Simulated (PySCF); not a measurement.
**Spin-rotation constants: `C=C/C=C(\C)C(=O)F`, C6H7FO**

Geometry:
| atom | x (Å) | y (Å) | z (Å) |
| --- | --- | --- | --- |
| C1 | 1.348 | -0.351 | 2.411 |
| C2 | 0.781 | -0.569 | 1.224 |
| C3 | 0.140 | 0.478 | 0.478 |
| C4 | -0.459 | 0.324 | -0.723 |
| C5 | -0.556 | -0.973 | -1.470 |
| C6 | -1.070 | 1.465 | -1.394 |
| O7 | -1.646 | 1.504 | -2.432 |
| F8 | -0.930 | 2.635 | -0.687 |
| H9 | 1.348 | 0.628 | 2.862 |
| H10 | 1.829 | -1.138 | 2.967 |
| H11 | 0.795 | -1.558 | 0.790 |
| H12 | 0.153 | 1.457 | 0.938 |
| H13 | 0.430 | -1.297 | -1.802 |
| H14 | -1.188 | -0.842 | -2.344 |
| H15 | -0.979 | -1.754 | -0.842 |

Level of theory: PySCF, GIAO mPW1PW91/6-311G** magnetisability, rotational g tensor and spin-rotation constants, non-relativistic, gas phase. Geometry: GFN2-xTB.

Problem. Give the nuclear spin-rotation constants along the inertial axes (H = +C I·J) beside the isotropic shieldings.

Solution. Rotational constants 4.0046, 1.2061, 0.9323 GHz. A star marks the isotopologue with that one atom substituted, in its own axes.
| atom | isotope | Caa (kHz) | Cbb (kHz) | Ccc (kHz) | mean (kHz) | σ (ppm) |
| --- | --- | --- | --- | --- | --- | --- |
| F8 | 19F | 12.147 | 1.176 | 1.086 | 4.803 | 171.1 |
| H9 | 1H | -0.397 | 0.116 | -0.113 | -0.131 | 26.0 |
| H10 | 1H | 0.297 | -0.100 | -0.109 | 0.029 | 26.1 |
| H11 | 1H | -0.368 | 0.125 | -0.108 | -0.117 | 25.0 |
| H12 | 1H | -0.339 | 0.132 | -0.110 | -0.106 | 24.4 |
| H13 | 1H | -0.384 | -0.105 | -0.014 | -0.168 | 30.4 |
| H14 | 1H | 0.021 | -0.087 | -0.104 | -0.057 | 29.4 |
| H15 | 1H | -0.283 | -0.100 | -0.040 | -0.141 | 30.3 |
| C1 | 13C* | 1.576 | 0.494 | 0.125 | 0.732 | 54.5 |
| C2 | 13C* | 1.550 | 0.547 | 0.113 | 0.737 | 50.7 |
| C3 | 13C* | 1.641 | 0.562 | 0.143 | 0.782 | 37.2 |
| C4 | 13C* | 1.514 | 0.466 | 0.145 | 0.708 | 61.1 |
| C5 | 13C* | 0.577 | 0.148 | 0.114 | 0.280 | 176.2 |
| C6 | 13C* | 1.045 | 0.614 | 0.280 | 0.646 | 25.5 |
| O7 | 17O* | -2.192 | -0.699 | -0.085 | -0.992 | -99.4 |

For the geometry as given, no vibrational averaging.
